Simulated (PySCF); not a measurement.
SiCl₂FI, SMILES F[Si](Cl)(Cl)I.

Geometry optimised at PBE0-D3(BJ)/def2-SVP. This is a generated structure with no PubChem entry under its InChIKey; it may be hypothetical. The def2 effective core potentials stand for the cores of I; spin–orbit coupling is left out.

Calculation: r2SCAN/def2-TZVP (PySCF).

Gas-phase values at a fixed geometry.

```yaml
total_energy: -1607.73891 hartree
point_group: Cs
highest_occupied_level: -7.50 eV
lowest_empty_level: -1.97 eV
orbital_gap: 5.53 eV
dipole_moment: 0.189 e·Å
quadrupole, principal values (traceless, Buckingham form, about the centre of nuclear charge): -3.59, 0.30, 3.29 D·Å
mean_static_polarisability: 75.3 bohr³ (11.16 Å³)
polarisability_principal_values: 58.7, 74.5, 92.8 bohr³
```
